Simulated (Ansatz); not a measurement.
`NB([SiH3])CF` + `C[S][SbH2]` → `N[B]([SiH3])[SbH2]` + `CSCF`  (formal exchange of groups at a B–C bond)

Calculated with Ansatz (gas phase, PBE0-D4/def2-TZVP geometries, no zero-point term in ΔE). CBS: MP2 limit from def2 TZ/QZ plus the TZ coupled-cluster correction, frozen cores. DFT in def2-TZVPP. B3LYP here is the variant with VWN-RPA as its local correlation; programs differ in this. Elements past krypton have def2 core potentials. For Sb outer-core shells are correlated without core-valence functions, which leaves a few kJ/mol of doubt a bond. One conformer a species, not always the lowest.

(1) Is it downhill or uphill in electronic energy at CCSD(T)/CBS, and by how much? (Best estimate.)

(2) What do these levels give: r2SCAN-D4, PBE0-D4, B3LYP-D4, ωB97X-V, B2PLYP, PBE, PBE0, B3LYP, HF/def2-QZVPP, SCS-MP2/def2-QZVPP, HF/CBS(def2), CCSD/CBS(def2)? (Best estimate.)

Largest T1 diagnostic among the species: 0.014.

Answers

(1) Computed: Uphill: ΔE = +0.68 eV.

(2) Computed: r2SCAN-D4 0.71, PBE0-D4 0.68, B3LYP-D4 0.76, ωB97X-V 0.69, B2PLYP 0.73, PBE 0.68, PBE0 0.69, B3LYP 0.78, HF/def2-QZVPP 0.82, SCS-MP2/def2-QZVPP 0.69, HF/CBS(def2) 0.82, CCSD/CBS(def2) 0.71 eV.

In def2-TZVPP, CCSD(T) changes the Hartree–Fock value by −0.16 eV (the triples alone add −0.03 eV) and MP2 by −0.18 eV.
